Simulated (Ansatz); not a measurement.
Consider the redistribution: `CBO[SiH](O)F` + `CN[SiH2]Cl` → `CBNC` + `O[SiH](F)O[SiH2]Cl`.

Program: Ansatz. Geometries: PBE0-D4/def2-TZVP. ΔE: electronic, gas phase. CCSD(T)/CBS adds triple-zeta CCSD(T) − MP2 to the extrapolated MP2 energy (def2 sets, frozen cores). Functionals use def2-TZVPP. B3LYP here is the variant with VWN-RPA as its local correlation; programs differ in this. Each species was taken in one conformer, which may not be the lowest.

Problem. Is it downhill or uphill in electronic energy at CCSD(T)/CBS, and by how much? (Best estimate.)

Solution. Computed: Downhill: ΔE = -0.69 eV.

Problem. What do these levels give: r2SCAN-D4, PBE0-D4, B3LYP-D4, B2PLYP, r2SCAN, PBE0, B3LYP, HF/def2-TZVPP, MP2/def2-QZVPP, HF/CBS(def2), MP2/CBS(def2), CCSD/CBS(def2)? (Best estimate.)

Solution. Ansatz gave: r2SCAN-D4 -0.69, PBE0-D4 -0.68, B3LYP-D4 -0.69, B2PLYP -0.68, r2SCAN -0.68, PBE0 -0.66, B3LYP -0.66, HF/def2-TZVPP -0.63, MP2/def2-QZVPP -0.70, HF/CBS(def2) -0.64, MP2/CBS(def2) -0.70, CCSD/CBS(def2) -0.69 eV.

Largest T1 diagnostic among the species: 0.012.

The D4 term adds −0.03 eV with B3LYP and −0.02 eV with PBE0; it sums over pairs of atoms, weighted by their polarisabilities, and B3LYP, whose exchange is more repulsive, gets the larger term. In def2-TZVPP, CCSD(T) changes the Hartree–Fock value by −0.05 eV (the triples alone add −0.01 eV) and MP2 by −0.06 eV.
